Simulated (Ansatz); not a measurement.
Isolated molecules relaxed with PBE0-D4/def2-TZVP in Ansatz; ΔE leaves out vibrations. CCSD(T)/CBS adds triple-zeta CCSD(T) − MP2 to the extrapolated MP2 energy (def2 sets, frozen cores). DFT in def2-TZVPP. B3LYP here is the variant with VWN-RPA as its local correlation; programs differ in this. def2 core potentials past Kr. For Sn outer-core shells are correlated without core-valence functions, which leaves a few kJ/mol of doubt a bond. Each species was taken in one conformer, which may not be the lowest.

`C[O][Sn]([CH3])([NH2])[Cl]` → `COC` + `[NH2][Sn][Cl]`  (stannylene formation by 1,1-elimination)

| level | ΔE (kJ/mol) | difference from CCSD(T)/CBS |
| --- | --- | --- |
| PBE-D4 | 41.5 | -31.7 |
| r2SCAN-D4 | 57.8 | -15.4 |
| PBE0-D4 | 54.8 | -18.4 |
| B3LYP-D4 | 34.9 | -38.3 |
| ωB97X-V | 65.6 | -7.6 |
| ωB97M-V | 57.1 | -16.1 |
| B2PLYP | 40.4 | -32.8 |
| PBE | 30.0 | -43.2 |
| r2SCAN | 54.0 | -19.2 |
| PBE0 | 44.1 | -29.1 |
| B3LYP | 17.0 | -56.2 |
| HF/def2-TZVPP | 37.4 | -35.8 |
| MP2/def2-TZVPP | 73.4 | 0.2 |
| SCS-MP2/def2-TZVPP | 61.6 | -11.6 |
| CCSD/def2-TZVPP | 63.3 | -9.9 |
| CCSD(T)/def2-TZVPP | 69.2 | -4.0 |
| HF/def2-QZVPP | 38.2 | -35.0 |
| MP2/def2-QZVPP | 76.0 | 2.8 |
| SCS-MP2/def2-QZVPP | 65.2 | -8.0 |
| HF/CBS(def2) | 38.4 | -34.8 |
| MP2/CBS(def2) | 77.4 | 4.2 |
| CCSD/CBS(def2) | 67.3 | -5.9 |
| CCSD(T)/CBS | 73.2 | 0 |

Largest T1 diagnostic among the species: 0.016.

The D4 term adds +17.9 kJ/mol with B3LYP and +10.7 kJ/mol with PBE0; it sums over pairs of atoms, weighted by their polarisabilities, and B3LYP, whose exchange is more repulsive, gets the larger term. In def2-TZVPP, CCSD(T) changes the Hartree–Fock value by +31.8 kJ/mol (the triples alone add +5.9 kJ/mol) and MP2 by +36.0 kJ/mol.
